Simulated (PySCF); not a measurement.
Si(Cl)2(Me)(OH) (CH4Cl2OSi), SMILES C[Si](O)(Cl)Cl.

Geometry optimised at PBE-D3(BJ)/def2-SVP. Other conformers were not sampled.

Method: PBE-D3(BJ)/def2-SVP run with PySCF.

Frequencies are harmonic and unscaled.

```csv
mode,ν (cm⁻¹),IR (km/mol),Raman (Å⁴/amu),depolarisation,moving atoms (share of kinetic energy)
1,130,2.8,0.3,0.75,H 93 %
2,150,7.2,2.5,0.75,"H 40 %, C 24 %, Cl 22 %, O 14 %"
3,162,2.3,2.7,0.74,"Cl 64 %, C 13 %, O 12 %"
4,223,2.6,2.0,0.59,"Cl 28 %, Si 22 %, H 20 %, C 17 %, O 14 %"
5,228,12.7,2.1,0.75,"H 49 %, Cl 23 %, C 11 %, O 9 %, Si 8 %"
6,269,25.1,3.7,0.62,"O 34 %, Cl 21 %, Si 19 %, H 14 %, C 11 %"
7,301,87.4,1.0,0.75,"O 44 %, H 41 %, Cl 14 %"
8,466,28.3,12.6,0.03,"Cl 52 %, Si 21 %, C 13 %, O 9 %"
9,559,155.1,2.7,0.75,"Si 56 %, Cl 34 %, H 8 %"
10,724,56.4,6.5,0.21,"C 37 %, Si 32 %, H 28 %"
11,750,27.1,0.6,0.11,"H 66 %, O 19 %, C 15 %"
12,785,99.1,0.7,0.75,"H 68 %, C 20 %, Si 11 %"
13,836,267.0,2.7,0.23,"H 63 %, Si 15 %, O 14 %"
14,919,67.3,2.9,0.45,"Si 41 %, O 36 %, H 22 %"
15,1226,29.1,0.6,0.32,"H 77 %, C 23 %"
16,1374,4.8,11.5,0.75,H 96 %
17,1375,3.3,11.2,0.75,H 96 %
18,2989,0.1,135.8,0.00,H 97 %
19,3095,0.2,88.5,0.75,"H 91 %, C 9 %"
20,3101,0.1,69.4,0.75,"H 91 %, C 9 %"
21,3761,94.7,108.1,0.30,H 94 %
```
